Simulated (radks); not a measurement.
Values are calculated unless marked as measured or tabulated.
Fractional charge and spin in the 6s shell of holmium: the spin-up occupation runs from 0 to 1 and the spin-down occupation from 0 to 1; the fullest corner is Ho, [Xe] 4f(up 5.5, down 5.5) 6s(up 1, down 1). Code: a radial shooting solver on a logarithmic mesh with Libxc functionals. Model: scalar-relativistic Kohn-Sham, r2SCAN, spin-polarised, spherical densities, finite nucleus; meta-GGA in the generalised Kohn-Sham scheme; Fermi nuclear charge, rms radius of each element as measured or else 0.836 A^(1/3) + 0.57 fm. Energy (eV) above the fullest corner. The planes named below are the two flat planes that join the four corners, with an edge along up + down = one added electron.

\begin{tabular}{lrrrrr}
down \ up & 0 & 0.25 & 0.5 & 0.75 & 1 \\ \hline
0 & 17.609 & 14.290 & 11.207 & 8.400 & 5.894 \\
0.25 & 14.290 & 11.347 & 8.642 & 6.206 & 4.061 \\
0.5 & 11.207 & 8.642 & 6.311 & 4.243 & 2.456 \\
0.75 & 8.400 & 6.206 & 4.243 & 2.535 & 1.098 \\
1 & 5.894 & 4.061 & 2.456 & 1.098 & 0.000 \\
\end{tabular}

Corners above the fullest one (they belong to Ho+ and the next ion): (up 1, down 0) 5.894 eV, (up 0, down 1) 5.894 eV, (up 0, down 0) 17.609 eV. With half an added electron in each spin the energy lies 0.417 eV from the planes, and with half an added electron in spin up alone -0.544 eV. The planes are only a guide here: the flat-plane condition holds for ground states with one frontier orbital, while this shell lies below other occupied shells, so the corners above the fullest one are inner-hole states and not the ground states of those ions.
